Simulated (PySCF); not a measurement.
**Distorted geometries of [Eu(NH3)2]3+**

[Eu(NH3)2]3+ (singlet in the valence; each metal's 4f electrons, 6 of them, lie in its core potential, out of spins and levels). PySCF 2.14.0, RKS TPSS, Eu lcecp-1-SVP with ECP52, N def2-SVP, H def2-SVP; non-relativistic Hamiltonian with scalar-relativistic core potentials where named; density fitting; no spin-orbit coupling. Relaxed geometry:

```xyz
9

Eu   -1.0283   -0.5214    0.0004
N     0.1737    0.0842    2.0135
H     1.0732    0.6045    1.8853
H    -0.3564    0.6958    2.6793
H     0.4560   -0.7219    2.6210
N     0.1738    0.0822   -2.0143
H     1.1325   -0.3262   -2.1199
H    -0.2985   -0.2041   -2.9049
H     0.3402    1.1059   -2.1603
```

Order these distorted geometries by energy above the relaxed one, lowest first.
A.
```xyz
9

Eu   -1.0229   -0.5138   -0.0241
N     0.1403    0.1034    2.0094
H     1.1027    0.6156    1.8493
H    -0.3888    0.7054    2.6724
H     0.4543   -0.7328    2.6464
N     0.1584    0.0448   -1.9639
H     1.1370   -0.3496   -2.1268
H    -0.2349   -0.2390   -2.9145
H     0.3200    1.1649   -2.1483
```
B.
```xyz
9

Eu   -1.0764   -0.5293    0.0350
N     0.1422    0.0642    1.9994
H     1.2027    0.6854    1.7157
H    -0.4303    0.7439    2.6498
H     0.4240   -0.7379    2.7118
N     0.1805   -0.0230   -1.9616
H     1.1444   -0.3196   -2.1738
H    -0.2505   -0.1830   -2.8194
H     0.3294    1.0983   -2.1570
```
C.
```xyz
9

Eu   -1.0041   -0.5229   -0.0246
N     0.1435    0.0956    2.0250
H     1.0361    0.6131    1.9449
H    -0.3508    0.6741    2.6594
H     0.5173   -0.7296    2.5708
N     0.1635    0.1326   -2.0022
H     1.1280   -0.3927   -2.0573
H    -0.2993   -0.1941   -2.9392
H     0.3317    1.1228   -2.1768
```

C (0.25 eV), A (0.31 eV), B (1.07 eV).

Which forces (eV/Å) act in the one that lies 0.31 eV up?


```
Eu  -0.32 -0.17  0.50
N    2.10 -0.78  0.21
H   -1.60 -0.62  0.42
H    0.02  0.25  0.16
H   -0.50  1.15 -0.86
N    1.17  2.14 -1.96
H   -0.36  0.37  0.49
H   -0.26  0.18  0.58
H   -0.26 -2.51  0.45
```
Forces carry noise of the integration grid, about 0.01 to 0.03 eV/Å.

No frequency check is given that shows the relaxed geometry to be a minimum. An lcecp potential fixes the number of 4f electrons, so in runs with it no electron can move into or out of that shell.
